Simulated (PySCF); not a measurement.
# Cost of excited-state runs on SMILES C1([SiH3])=PC=NC=C1C, C5H8NPSi

Cartesian coordinates in Å; atom numbers follow the order of the lines, from 1:
```xyz
16

C    -0.6061    1.7283    0.1521
C     0.3126    0.5475    0.0606
C     1.6876    0.7737    0.1204
N     2.6410   -0.1355    0.0644
C     2.3656   -1.4092   -0.0623
P     0.7941   -2.1554   -0.1822
C    -0.2173   -0.7313   -0.0768
Si   -2.0869   -1.0456   -0.1684
H    -1.2745    1.7588   -0.7065
H    -0.0416    2.6572    0.1895
H    -1.2206    1.6597    1.0486
H     2.0512    1.7906    0.2235
H     3.2339   -2.0617   -0.0963
H    -2.7335   -0.4928    1.0256
H    -2.6243   -0.3844   -1.3621
H    -2.2889   -2.4907   -0.2416
```

PySCF with density fitting, on 1 thread of an Arm Neoverse V1, shared host. Command: `OMP_NUM_THREADS=1 python excited_run.py task.json out`

(1) How long does each of these runs take, and how much memory?
- magnetisability and related constants, B97-2/pcSseg-1; isotopologues
- magnetisability and related constants, PBE0/6-31G; guess atom

Answers

(1) 
```tsv
run	level	basis functions	wall time	peak memory (GiB)
magnetisability and related constants	B97-2/pcSseg-1	190	36 s	0.9
magnetisability and related constants	PBE0/6-31G	96	18 s	0.56
```
Times from a shared host are rough.
